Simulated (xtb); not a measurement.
C$_{2}$H$_{6}$AuClS, charge -1, doublet, at the geometry of the source list (GFN-xTB shapes and energies of metal compounds can be far from the true ones) (the multiplicity is a formal guess). Base run: GFN0-xTB run with xtb.

Here is a job for xtb.
```
$ xtb mol.xyz --gfn 0 --chrg -1 --uhf 1 --json

# file mol.xyz
11

Au     1.61860000    -1.58070000     0.01030000
Cl     3.69980000    -2.33190000     0.39400000
C     -0.21670000     0.79500000    -1.33070000
S     -0.54120000    -0.71430000    -0.36290000
C     -0.95800000     0.05260000     1.23660000
H      0.54380000     1.39440000    -0.84120000
H     -1.14600000     1.34890000    -1.42720000
H      0.13020000     0.47760000    -2.30840000
H     -0.14980000     0.69980000     1.56060000
H     -1.09920000    -0.75350000     1.94880000
H     -1.88160000     0.61220000     1.12010000
```

Each row names what was changed in the base input (with any setting that the change needs).

```csv
change,ΔE vs base (kJ/mol)
base,0.00
acc = 0.0001,0.00
acc = 30,0.00
etemp = 10,0.00
```
